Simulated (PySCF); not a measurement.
C5H8S, SMILES C#C[C@H](C)SC.

The structure is a stationary point at r2SCAN-D4/def2-SVP. The structure was generated by enumeration; whether it is a known compound was not checked. Other conformers were not sampled.

Vertical ionisation energy (IE) and electron affinity (EA) in eV. Rows of orbital energies are one-electron estimates. Where ΔSCF, EOM or ADC give a negative EA the extra electron is unbound and the value depends on the basis.

```csv
level,IE,EA
"−ε(HOMO), −ε(LUMO), ωB97X/def2-TZVP (PySCF)",___,___
"−ε(HOMO), −ε(LUMO), PBE/def2-TZVP (PySCF)",5.24,0.73
```

**Question.** Complete the blanks. (An estimate is asked for; the answer gives what the named calculation found.)

**Answer.** 
- −ε(HOMO), −ε(LUMO), ωB97X/def2-TZVP (PySCF), IE: 8.87
- −ε(HOMO), −ε(LUMO), ωB97X/def2-TZVP (PySCF), EA: -2.45
